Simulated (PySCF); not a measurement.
PySCF input:

```python
from pyscf import gto, scf, dft

mol = gto.M(
    atom='''
    Sn    0.00095792   -0.18867299    0.00075827
    O     0.01020342   -2.00967040    0.00807684
    O     0.79733647    1.59842090   -0.03295547
    O    -0.81352691    1.59045568    0.02013942
    ''',
    basis='def2-tzvpd',
    ecp='def2-tzvp',
    charge=0,
    spin=0,
    verbose=4,
)

mf = scf.RHF(mol).density_fit(auxbasis='def2-universal-jkfit')
mf.conv_tol = 1e-9
mf.max_cycle = 100
mf.max_memory = 1500
mf.kernel()
if not mf.converged:
    mf = mf.newton()
    mf.kernel(mf.make_rdm1())
mf.analyze()
```

### Question
What final total energy does it print?

### Answer
-437.80554 Eh (HF/def2-TZVPD).
